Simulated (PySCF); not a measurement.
## SMILES Ic1ccco1, C₄H₃IO: coupling constants with relativity

Geometry:
```csv
atom,x (Å),y (Å),z (Å)
I1,3.141,-0.354,-0.358
C2,1.100,-0.156,-0.127
C3,0.301,0.948,-0.048
C4,-1.028,0.442,0.104
C5,-0.920,-0.916,0.104
O6,0.374,-1.284,-0.035
H7,0.623,1.986,-0.093
H8,-1.945,1.020,0.200
H9,-1.639,-1.726,0.189
```

Level of theory for the indirect couplings: PBE0/pcJ-1 (dyall-v2z on I), no solvent, finite nuclei, structure from PBE0-D3(BJ)/def2-SVP (PySCF 2.14.0).

Non-relativistic values:
| coupling | atoms | J (Hz) |
| --- | --- | --- |
| 1J(127I,13C) | I1 – C2 | -226.0 |
| 2J(127I,13C) | I1 – C3 | -9.6 |
| 2J(127I,17O) | I1 – O6 | 5.9 |
| 3J(127I,13C) | I1 – C4 | -4.4 |
| 3J(127I,13C) | I1 – C5 | -10.3 |
| 3J(127I,1H) | I1 – H7 | -2.0 |
| 4J(127I,1H) | I1 – H8 | -0.1 |
| 4J(127I,1H) | I1 – H9 | -2.0 |

Question: What do scalar relativity and two-component X2C with spin–orbit coupling give?

Answer: 
```
    coupling    atoms  scalar (Hz)  with spin–orbit (Hz)
1J(127I,13C)  I1 – C2       -357.8                -290.3
2J(127I,13C)  I1 – C3        -20.5                 -16.5
2J(127I,17O)  I1 – O6         20.5                  15.2
3J(127I,13C)  I1 – C4         -8.7                  -6.5
3J(127I,13C)  I1 – C5        -16.6                 -13.2
 3J(127I,1H)  I1 – H7         -3.3                  -2.6
 4J(127I,1H)  I1 – H8         -0.8                  -0.7
 4J(127I,1H)  I1 – H9         -3.3                  -2.3
```

The largest listed coupling, 1J(127I,13C), ends at 1.28 times its non-relativistic value: scalar relativity adds -131.8 Hz and spin–orbit coupling +67.5 Hz. Couplings to strongly quadrupolar nuclei (127I) are seldom resolved in solution.
